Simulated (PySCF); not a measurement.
PBE on Cr⁻ (chromium, charge -1), [Ar] 3d5 4s2, high-spin 6S determinant. All numbers are calculated (PySCF 2.14, scalar relativity by spin-free X2C-1e, in aug-cc-pVQZ-DK (9s8p6d4f3g2h, 140 functions)).

```
cycle= 1 E= -1050.56309787307  delta_E= -0.0159  |g|= 0.248  |ddm|= 4.05
cycle= 2 E= -1050.45945669572  delta_E= 0.104  |g|= 0.652  |ddm|= 0.731
cycle= 3 E= -1050.58123868156  delta_E= -0.122  |g|= 0.022  |ddm|= 1.02
cycle= 4 E= -1050.58123490389  delta_E= 3.78e-06  |g|= 0.0143  |ddm|= 0.314
cycle= 5 E= -1050.58139378267  delta_E= -0.000159  |g|= 0.00187  |ddm|= 0.121
cycle= 6 E= -1050.58139551817  delta_E= -1.74e-06  |g|= 0.000456  |ddm|= 0.0122
cycle= 7 E= -1050.58139566198  delta_E= -1.44e-07  |g|= 1.38e-05  |ddm|= 0.00329
cycle= 8 E= -1050.58139566236  delta_E= -3.82e-10  |g|= 1.76e-06  |ddm|= 0.000182
converged SCF energy = -1050.58139566236  <S^2> = 8.8523199  2S+1 = 6.0340103
```

Highest occupied orbital energy: 1.273 eV; ⟨L²⟩ = 0.00; populations by l: s 8.00, p 12.00, d 5.00, f 0.00.

Can this result be used?

With care. The calculation finished and met its thresholds. ⟨S²⟩ = 8.85 against 8.75 shows spin contamination. At PBE the highest occupied level has a positive energy, so only the finite basis holds that electron; in a semilocal or global hybrid functional this comes from self-interaction and does not mean that the real anion is unbound.
